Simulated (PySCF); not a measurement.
Compound: C4H8BFO2.
Z-matrix (Å and degrees, PBE0-D3(BJ)/def2-SVP geometry), rows numbered from 1:
```
C 
C   1  1.5191
C   2  1.5128  1  112.59
O   3  1.4283  2  111.43  1   -59.99
B   4  1.3552  3  107.76  2  -135.67
O   5  1.3744  4  112.91  3     2.99
C   6  1.3897  5  108.02  4     7.44
F   7  1.3646  3  111.43  2    19.72
H   1  1.0997  2  111.06  3   178.65
H   1  1.1018  2  111.49  3   -61.23
H   1  1.0995  2  110.65  3    58.54
H   2  1.1029  1  110.65  3   120.98
H   2  1.1009  1  110.84  3  -121.40
H   3  1.1052  2  109.74  1    58.80
H   5  1.1982  4  124.07  3  -176.06
H   7  1.1013  3  114.09  2  -101.77
```

NICS is the negative of the GIAO shielding at a point without a nucleus: at the ring centre (0) and 1 Å above and below it (1); zz is the component along the ring normal. Level: GIAO KT2/pcSseg-1 (PySCF, non-relativistic, gas phase) on the PBE0-D3(BJ)/def2-SVP geometry, one conformer.

Ring bond lengths (Å): C3–O4 1.428, O4–B5 1.355, B5–O6 1.374, O6–C7 1.390, C7–C3 1.541.

**Question.** What do the NICS probes read (ppm)?

**Answer.** 
```
          ring                                                     type  NICS(0)  NICS(1), two faces  NICS(1)zz, two faces  rms pucker (Å)  centre to ring atoms, mean (Å)
C3–O4–B5–O6–C7  5-membered ring with B and 2 O; formal bonds all single     -5.5         -3.1 / -3.3           -3.2 / -6.5            0.06                            1.20
```

**Question.** What can be read from them?

**Answer.** 
- C3–O4–B5–O6–C7: mean NICS(1)zz -4.8 ppm, shielded. C3, C7 have four or more neighbours, so the value isn't read as a sign of a π ring current. The two faces differ by 3.3 ppm, so no symmetry operation interchanges them.

**Question.** At the first NICS(1) probe listed for ring C3–O4–B5–O6–C7, 1 Å off the ring, what do the in-plane components average?

**Answer.** The isotropic value is a third of the trace: (3 × -3.1 − (-3.2))/2 = -3.1 ppm.

**Question.** How shielded are the nuclei of the rings and their hydrogens (means over atoms taken as equivalent)?

**Answer.** 
```json
{"atoms": "C3", "environment": "sp3 carbon bound to oxygen", "σ isotropic (ppm)": "98.2"}
{"atoms": "O4", "environment": "boron-bound oxygen", "σ isotropic (ppm)": "160.8"}
{"atoms": "B5", "environment": "three-coordinate boron", "σ isotropic (ppm)": "75.0"}
{"atoms": "O6", "environment": "boron-bound oxygen", "σ isotropic (ppm)": "126.4"}
{"atoms": "C7", "environment": "sp3 C–F carbon", "σ isotropic (ppm)": "71.3"}
{"atoms": "H14", "environment": "methine hydrogen", "σ isotropic (ppm)": "27.29"}
{"atoms": "H15", "environment": "B–H hydrogen", "σ isotropic (ppm)": "26.82"}
{"atoms": "H16", "environment": "methine hydrogen", "σ isotropic (ppm)": "25.18"}
```

**Question.** How do the values depend on the level or the medium?

**Answer.** 
```
             level  NICS(0), C3–O4–B5–O6–C7  mean NICS(1)zz, C3–O4–B5–O6–C7
 KT2/pcSseg-1, gas                     -5.5                            -4.8
PBE0/pcSseg-1, gas                     -5.3                            -4.4
```

The geometry is the same throughout.
